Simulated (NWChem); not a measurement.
System: C2H4AlCl; SMILES C=[CH][AlH][Cl]

```xyz
8

Al    -0.9338     0.0640     0.0000
H     -2.4398     0.5392     0.0000
Cl     0.5614     1.5586     0.0000
C     -0.3234    -1.7735     0.0000
C      0.9834    -2.0852     0.0000
H     -1.0353    -2.6115     0.0000
H      1.3434    -3.1222     0.0000
H      1.7622    -1.3125     0.0000
```
Atoms are numbered in this order, from 1.

STO-3G and 3-21G are far too small for this property and stand as cheap habits. Geometry: optimised at PBE0/def2-SVP.

Q: Give the principal values of the shielding tensors (ppm) of Al1, Cl3, C4, C5 from Hartree-Fock/STO-3G, GIAO (NWChem), with their diamagnetic and paramagnetic parts as GIAO splits them.

A: 
```
atom     σ11     σ22     σ33  isotropic  diamagnetic  paramagnetic
----  ------  ------  ------  ---------  -----------  ------------
Al1    358.6   446.1   475.6      426.8        780.5        -353.8
Cl3   1092.3  1156.4  1330.8     1193.1       1131.3          61.9
C4     -20.4   112.4   242.3      111.5        254.5        -143.0
C5     -17.1   140.4   218.8      114.0        253.9        -139.9
```
